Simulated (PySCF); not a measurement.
Radial density of As (arsenic, neutral)

B3LYP, [Ar] 3d10 4s2 4p3, high-spin 4S determinant. All numbers are calculated (PySCF 2.14, the spin-free X2C one-electron Hamiltonian (Gaussian nucleus), in jorge-DZP-DKH (8s6p2d1f, 43 functions)).

```tsv
r (bohr)	4πr²ρ (e/bohr)	4πr²(ρα − ρβ)
0.000751	0.3040	0.0000
0.00126	0.7396	0.0000
0.00212	1.781	0.0000
0.00357	4.174	0.0000
0.00601	9.238	0.0000
0.0101	18.54	0.0001
0.0170	31.48	0.0013
0.0286	40.52	0.0077
0.0481	36.34	0.0313
0.0809	34.64	0.0765
0.136	47.45	0.0643
0.229	32.20	-0.0163
0.385	27.20	0.1699
0.648	25.47	0.0503
1.09	6.704	0.3535
1.83	2.902	1.3850
3.08	1.053	0.7796
5.18	0.06132	0.0570
```

Densities and radii are taken from the X2C orbitals without a picture-change correction, which distorts them close to the nucleus.

Task: Where is the radial spin density 4πr²(ρα − ρβ) most negative, and why is it negative at all?

Result: Around r = 0.229 bohr, down to -0.0163 e/bohr: exchange with the open shell polarises the paired shells in an unrestricted calculation.
